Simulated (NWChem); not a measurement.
All runs are NWChem calculations. System: ethylenediamine (C$_{2}$H$_{8}$N$_{2}$), charge 0, spin multiplicity 1, at a geometry optimised with PBE0/def2-SVP. Level: RHF/def2-TZVP.

Input file:

```
start mol
memory heap 200 mb stack 900 mb global 1100 mb
geometry units angstroms nocenter noautoz
  N      0.276432    -1.839509    -0.051807
  C     -0.469069    -0.597862    -0.033168
  C      0.469069     0.597862    -0.033168
  N     -0.276432     1.839509    -0.051807
  H     -0.350324    -2.633467    -0.156569
  H      0.761990    -1.976423     0.833241
  H     -1.172259    -0.493801     0.825101
  H     -1.092151    -0.537120    -0.940115
  H      1.092151     0.537120    -0.940115
  H      1.172259     0.493801     0.825101
  H      0.350324     2.633467    -0.156569
  H     -0.761990     1.976423     0.833241
  symmetry group C2
end
basis spherical
  * library def2-tzvp
end
scf
  rhf
  nopen 0
  maxiter 100
  thresh 1e-7
  semidirect memsize 60000000 filesize 0
end
task scf energy
```

NWChem printed:

```
             Northwest Computational Chemistry Package (NWChem) 7.3.0
             --------------------------------------------------------

                                NWChem Input Module
                                -------------------

 Scaling coordinates for geometry "geometry" by  1.889725989
 (inverse scale =  0.529177249)

 Turning off AUTOSYM since
 SYMMETRY directive was detected!

                             Geometry "geometry" -> ""
                             -------------------------

 Output coordinates in angstroms (scale by  1.889725989 to convert to a.u.)

  No.       Tag          Charge          X              Y              Z
 ---- ---------------- ---------- -------------- -------------- --------------
    1 N                    7.0000     0.27643200    -1.83950900    -0.05180700
    2 C                    6.0000    -0.46906900    -0.59786200    -0.03316800
    3 C                    6.0000     0.46906900     0.59786200    -0.03316800
    4 N                    7.0000    -0.27643200     1.83950900    -0.05180700
    5 H                    1.0000    -0.35032400    -2.63346700    -0.15656900
    6 H                    1.0000     0.76199000    -1.97642300     0.83324100
    7 H                    1.0000    -1.17225900    -0.49380100     0.82510100
    8 H                    1.0000    -1.09215100    -0.53712000    -0.94011500
    9 H                    1.0000     1.09215100     0.53712000    -0.94011500
   10 H                    1.0000     1.17225900     0.49380100     0.82510100
   11 H                    1.0000     0.35032400     2.63346700    -0.15656900
   12 H                    1.0000    -0.76199000     1.97642300     0.83324100

 Effective nuclear repulsion energy (a.u.)     132.2959177697

            Nuclear Dipole moment (a.u.)
            ----------------------------
        X                 Y               Z
 ---------------- ---------------- ----------------
     0.0000000000    -0.0000000000     0.0000037795

      Symmetry information
      --------------------

 Group name             C2
 Group number              4
 Group order               2
 No. of unique centers     6

      Symmetry unique atoms

     1    2    5    6    7    8


 Summary of "ao basis" -> "" (spherical)
 ------------------------------------------------------------------------------
       Tag                 Description            Shells   Functions and Types
 ---------------- ------------------------------  ------  ---------------------
 *                         def2-tzvp                  on all atoms

 Summary of "ao basis" -> "ao basis" (spherical)
 ------------------------------------------------------------------------------
       Tag                 Description            Shells   Functions and Types
 ---------------- ------------------------------  ------  ---------------------
 N                         def2-tzvp                11       31   5s3p2d1f
 C                         def2-tzvp                11       31   5s3p2d1f
 H                         def2-tzvp                 4        6   3s1p

                                 NWChem SCF Module
                                 -----------------

  ao basis        = "ao basis"
  functions       =   172
  atoms           =    12
  closed shells   =    17
  open shells     =     0
  charge          =   0.00
  wavefunction    = RHF
  use symmetry    = T
  symmetry adapt  = T

 Summary of "ao basis" -> "ao basis" (spherical)
 ------------------------------------------------------------------------------
       Tag                 Description            Shells   Functions and Types
 ---------------- ------------------------------  ------  ---------------------
 N                         def2-tzvp                11       31   5s3p2d1f
 C                         def2-tzvp                11       31   5s3p2d1f
 H                         def2-tzvp                 4        6   3s1p

      Symmetry analysis of basis
      --------------------------

        a          86
        b          86

 Forming initial guess at       0.1s

      Superposition of Atomic Density Guess
      -------------------------------------

 Sum of atomic energies:        -187.96423364

      Non-variational initial energy
      ------------------------------

 Total energy =    -190.571166
 1-e energy   =    -513.994982
 2-e energy   =     191.127898
 HOMO         =      -0.313417
 LUMO         =       0.065406

      Symmetry analysis of molecular orbitals - initial
      -------------------------------------------------

  Numbering of irreducible representations:

     1 a           2 b

  Orbital symmetries:

     1 b           2 a           3 a           4 b           5 a
     6 b           7 a           8 b           9 a          10 b
    11 b          12 a          13 a          14 b          15 a
    16 b          17 a          18 b          19 a          20 b
    21 a          22 a          23 b          24 a          25 b
    26 a          27 b

 Starting SCF solution at       2.6s

 ----------------------------------------------
         Quadratically convergent ROHF

 Convergence threshold     :          1.000E-07
 Maximum no. of iterations :          100
 Final Fock-matrix accuracy:          1.000E-09
 ----------------------------------------------

              iter       energy          gnorm     gmax       time
             ----- ------------------- --------- --------- --------
                 1     -189.2869697001  9.44D-01  1.57D-01      3.2
                 2     -189.3408467500  3.70D-01  5.44D-02      3.9
                 3     -189.3491874791  1.43D-02  2.97D-03      5.6
                 4     -189.3492129851  1.22D-04  2.63D-05      8.5
                 5     -189.3492129873  1.08D-08  1.93D-09     13.8

       Final RHF  results
       ------------------

         Total SCF energy =   -189.349212987292
      One-electron energy =   -518.244969228943
      Two-electron energy =    196.599838471993
 Nuclear repulsion energy =    132.295917769658

        Time for solution =     11.2s

       Symmetry analysis of molecular orbitals - final
       -----------------------------------------------

  Numbering of irreducible representations:

     1 a           2 b

  Orbital symmetries:

     1 a           2 b           3 a           4 b           5 a
     6 b           7 a           8 b           9 a          10 b
    11 b          12 a          13 a          14 b          15 a
    16 b          17 a          18 a          19 b          20 b
    21 a          22 a          23 b          24 a          25 b
    26 a          27 b

             Final eigenvalues
             -----------------

              1
    1  -15.5374
    2  -15.5374
    3  -11.2423
    4  -11.2416
    5   -1.1930
    6   -1.1604
    7   -0.9473
    8   -0.8069
    9   -0.6758
   10   -0.6524
   11   -0.6131
   12   -0.6050
   13   -0.5449
   14   -0.4956
   15   -0.4918
   16   -0.3930
   17   -0.3848
   18    0.1330
   19    0.1436
   20    0.1790
   21    0.1875
   22    0.2060
   23    0.2378
   24    0.2466
   25    0.2602
   26    0.2931
   27    0.3088

                       ROHF Final Molecular Orbital Analysis
                       -------------------------------------

 Vector   15  Occ=2.000000D+00  E=-4.918045D-01  Symmetry=a
              MO Center= -1.0D-14, -8.1D-15, -1.3D-01, r^2= 2.8D+00
   Bfn.  Coefficient  Atom+Function         Bfn.  Coefficient  Atom+Function
  ----- ------------  ---------------      ----- ------------  ---------------
    37      0.172835   2 C  px               68     -0.172835   3 C  px
    38      0.162548   2 C  py               69     -0.162548   3 C  py

 Vector   16  Occ=2.000000D+00  E=-3.930119D-01  Symmetry=b
              MO Center= -3.4D-15,  2.4D-13, -4.7D-02, r^2= 4.0D+00
   Bfn.  Coefficient  Atom+Function         Bfn.  Coefficient  Atom+Function
  ----- ------------  ---------------      ----- ------------  ---------------
     8      0.188465   1 N  pz              101     -0.188465   4 N  pz
    11      0.175426   1 N  pz              104     -0.175426   4 N  pz
     6     -0.161206   1 N  px               99     -0.161206   4 N  px
    14      0.155736   1 N  pz              107     -0.155736   4 N  pz
     9     -0.151514   1 N  px              102     -0.151514   4 N  px

 Vector   17  Occ=2.000000D+00  E=-3.848409D-01  Symmetry=a
              MO Center= -1.1D-14, -2.5D-13, -5.3D-02, r^2= 4.0D+00
   Bfn.  Coefficient  Atom+Function         Bfn.  Coefficient  Atom+Function
  ----- ------------  ---------------      ----- ------------  ---------------
     8      0.195776   1 N  pz              101      0.195776   4 N  pz
    11      0.182021   1 N  pz              104      0.182021   4 N  pz
    14      0.174082   1 N  pz              107      0.174082   4 N  pz
     6     -0.164197   1 N  px               99      0.164197   4 N  px
     9     -0.154475   1 N  px              102      0.154475   4 N  px

 Vector   18  Occ=0.000000D+00  E= 1.330194D-01  Symmetry=a
              MO Center= -1.2D-14,  3.5D-14,  7.6D-01, r^2= 9.1D+00
   Bfn.  Coefficient  Atom+Function         Bfn.  Coefficient  Atom+Function
  ----- ------------  ---------------      ----- ------------  ---------------
    36      2.073821   2 C  s                67      2.073821   3 C  s
   139     -1.317345   7 H  s               157     -1.317345  10 H  s
     5      0.997698   1 N  s                98      0.997698   4 N  s
   145     -0.905557   8 H  s               151     -0.905557   9 H  s
   133     -0.834395   6 H  s               169     -0.834395  12 H  s

 Vector   19  Occ=0.000000D+00  E= 1.436061D-01  Symmetry=b
              MO Center= -5.3D-15,  1.4D-14,  3.7D-01, r^2= 1.1D+01
   Bfn.  Coefficient  Atom+Function         Bfn.  Coefficient  Atom+Function
  ----- ------------  ---------------      ----- ------------  ---------------
     5      1.570930   1 N  s                98     -1.570930   4 N  s
    36      1.263040   2 C  s                67     -1.263040   3 C  s
   127     -1.115106   5 H  s               163      1.115106  11 H  s
   133     -0.887485   6 H  s               169      0.887485  12 H  s
    44      0.400718   2 C  py               75      0.400718   3 C  py

 Vector   20  Occ=0.000000D+00  E= 1.789630D-01  Symmetry=b
              MO Center= -7.0D-15,  3.7D-15,  5.0D-01, r^2= 8.6D+00
   Bfn.  Coefficient  Atom+Function         Bfn.  Coefficient  Atom+Function
  ----- ------------  ---------------      ----- ------------  ---------------
    36      4.870988   2 C  s                67     -4.870988   3 C  s
   139     -1.635722   7 H  s               157      1.635722  10 H  s
   145     -1.503082   8 H  s               151      1.503082   9 H  s
   133      0.933749   6 H  s               169     -0.933749  12 H  s
     5     -0.862979   1 N  s                98      0.862979   4 N  s

 center of mass
 --------------
 x =   0.00000000 y =   0.00000000 z =  -0.03507219

 moments of inertia (a.u.)
 ------------------
         467.646697236692          22.631273810975           0.000000000000
          22.631273810975          66.764612848008           0.000000000000
           0.000000000000           0.000000000000         500.961582733890

  Mulliken analysis of the total density
  --------------------------------------

    Atom       Charge   Shell Charges
 -----------   ------   -------------------------------------------------------
    1 N    7     7.57   0.82  1.16  0.52  0.84  0.20  1.49  1.74  0.75  0.01  0.04  0.00
    2 C    6     6.01   0.85  1.12  0.47  0.64  0.04  1.22  1.28  0.23  0.03  0.10  0.01
    3 C    6     6.01   0.85  1.12  0.47  0.64  0.04  1.22  1.28  0.23  0.03  0.10  0.01
    4 N    7     7.57   0.82  1.16  0.52  0.84  0.20  1.49  1.74  0.75  0.01  0.04  0.00
    5 H    1     0.78   0.26  0.42  0.06  0.04
    6 H    1     0.78   0.26  0.42  0.06  0.04
    7 H    1     0.95   0.27  0.52  0.14  0.02
    8 H    1     0.91   0.27  0.50  0.12  0.02
    9 H    1     0.91   0.27  0.50  0.12  0.02
   10 H    1     0.95   0.27  0.52  0.14  0.02
   11 H    1     0.78   0.26  0.42  0.06  0.04
   12 H    1     0.78   0.26  0.42  0.06  0.04

       Multipole analysis of the density wrt the origin
       ------------------------------------------------

     L   x y z        total         open         nuclear
     -   - - -        -----         ----         -------
     0   0 0 0     -0.000000      0.000000     34.000000

     1   1 0 0      0.000000      0.000000      0.000000
     1   0 1 0     -0.000000      0.000000     -0.000000
     1   0 0 1      0.798300      0.000000      0.000004

     2   2 0 0    -20.627246      0.000000     36.606249
     2   1 1 0      2.957805      0.000000     -9.247856
     2   1 0 1     -0.000000      0.000000     -0.000000
     2   0 2 0    -17.376153      0.000000    265.722331
     2   0 1 1      0.000000      0.000000      0.000000
     2   0 0 2    -19.667901      0.000000     16.489752

 Task  times  cpu:       13.9s     wall:       13.9s

 Total times  cpu:       13.9s     wall:       13.9s
```
